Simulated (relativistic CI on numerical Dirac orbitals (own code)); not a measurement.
**Cr²⁺: M2,3 absorption edge**

Computed with this model: Dirac-Coulomb-Breit CI, KLI orbitals optimised for each configuration, QED by a radiative potential, multiplet model of core-to-valence dipole absorption, unscaled Slater integrals; configurations [Ar] 3d4 → [Ne] 3s2 3p5 3d5; 300 K; Lorentzian 0.48 eV and Gaussian 0.3 eV FWHM. Energies are those of the free ion, without screening or charge transfer. The branching ratio is the share of the lower-energy edge in the whole absorption, uncertain by about 0.02 where the edges overlap. S is read from ⟨S²⟩ = S(S + 1).

Field parameters in Wybourne normalisation: Oh B⁴₀ = 21Dq, B⁴₄ = √(5/14) B⁴₀. The field is a parameter set, without covalency.

Computed curve for Oh, 10Dq = 7350 cm⁻¹, scaled to 100 at the maximum (points under 2 are left out and the grid is thinned):

(Energy (eV), Intensity): (42.4, 2.1), (42.6, 2.9), (42.8, 3.0), (43.0, 2.7), (43.2, 2.5), (43.3, 2.3), (43.5, 2.0), (46.0, 2.8), (46.2, 3.5), (46.4, 3.9), (46.6, 4.0), (46.8, 3.9), (47.0, 3.7), (47.1, 3.9), (47.3, 4.7), (47.5, 5.2), (47.7, 4.9), (47.9, 4.5), (48.1, 4.5), (48.3, 4.9), (48.5, 5.9), (48.7, 8.0), (48.8, 9.5), (49.0, 14.6), (49.2, 25.3), (49.4, 48.7), (49.6, 82.9), (49.8, 100.0), (50.0, 84.5), (50.2, 52.1), (50.3, 38.3), (50.5, 21.8), (50.7, 16.1), (50.9, 17.2), (51.1, 22.2), (51.3, 21.9), (51.5, 14.7), (51.7, 8.4), (51.8, 6.5), (52.0, 4.2), (52.2, 3.1), (52.4, 2.4), (57.7, 2.2), (57.9, 2.9), (58.1, 4.0), (58.3, 5.8), (58.5, 9.0), (58.6, 11.9), (58.8, 22.6), (59.0, 39.9), (59.2, 53.1), (59.4, 53.4), (59.6, 40.3), (59.8, 22.2), (60.0, 11.5), (60.1, 8.6), (60.3, 5.3), (60.5, 3.7), (60.7, 2.7), (60.9, 2.0)

The ground state has S = 2.00, and the centroid lies at 52.59 eV.
